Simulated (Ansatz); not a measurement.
The same ligand exchange along the group B, Al, In.

Computed with Ansatz on PBE0-D4/def2-TZVP structures; ΔE is electronic, products minus reactants. CCSD(T)/CBS adds triple-zeta CCSD(T) − MP2 to the extrapolated MP2 energy (def2 sets, frozen cores). This one scheme is used for every species. DFT in def2-TZVPP. def2 core potentials past Kr. For Br, In outer-core shells are correlated without core-valence functions, which leaves a few kJ/mol of doubt a bond. Scalar relativity is left out up to krypton. Each species was taken in one conformer, which may not be the lowest.

| reaction | CCSD(T)/CBS(def2) (kcal/mol) |
| --- | --- |
| `CB(O)Br` + H–F → `OB(F)Br` + CH₄ | -29.0 |
| `[CH3][Al]([OH])[Br]` + H–F → `[OH][Al]([F])[Br]` + CH₄ | ? |
| `[CH3][In]([OH])[Br]` + H–F → `[OH][In]([F])[Br]` + CH₄ | -11.7 |

Q: Fill in the missing values. (Estimate.)

A: Ansatz gave: `[CH3][Al]([OH])[Br]` + H–F → `[OH][Al]([F])[Br]` + CH₄: -41.2 kcal/mol.

Largest T1 diagnostic: 0.014, for `[OH][In]([F])[Br]`.
